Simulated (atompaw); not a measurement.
## An all-electron radial function and its pseudo partner (mercury (Hg))

Columns: radius, all-electron u(r) and pseudo u(r) of the 5p shell (level -100.57 eV) of mercury in the configuration [Kr] 4d10 4f14 5s2 5p6 5d9 6s0 6p0; PBEsol, scalar-relativistic, PAW (atompaw) scheme, atompaw 4.2.0.5.

```csv
r (bohr),all-electron,pseudo
0.087,0.1805,0.0319
0.173,0.2680,0.1224
0.260,-0.4039,0.2636
0.346,-0.6281,0.4369
0.433,-0.3708,0.6274
0.519,0.0757,0.8114
0.606,0.5126,0.9749
0.692,0.8400,1.0999
0.779,1.0473,1.1800
0.865,1.1444,1.2101
0.952,1.1596,1.1936
1.038,1.1181,1.1381
1.125,1.0408,1.0532
1.212,0.9446,0.9512
1.298,0.8423,0.8447
1.385,0.7393,0.7396
1.471,0.6426,0.6426
1.558,0.5525,0.5525
1.644,0.4722,0.4722
1.731,0.4004,0.4004
1.817,0.3384,0.3384
1.904,0.2841,0.2841
1.990,0.2381,0.2381
2.077,0.1984,0.1984
2.163,0.1652,0.1652
2.250,0.1369,0.1369
```

(1) How many radial nodes do the two functions have?

(2) At about which radius was the pseudo-wave matched?

(3) Where does each function peak?

(4) Is the pseudo-wave norm-conserving?

Answers

(1) The all-electron 5p function has n − l − 1 = 3 (the table is too coarse to show those close to the nucleus); the pseudo-wave has 0, since the states of the same l below it are removed with the core.

(2) 1.45 bohr, where the columns begin to agree (steps of 0.09 bohr).

(3) Outermost all-electron maximum near 0.95 bohr, pseudo maximum near 0.86 bohr (to the table’s step).

(4) No, it belongs to a PAW set: the norm inside the radius is not constrained, and the difference is carried by the augmentation charge.
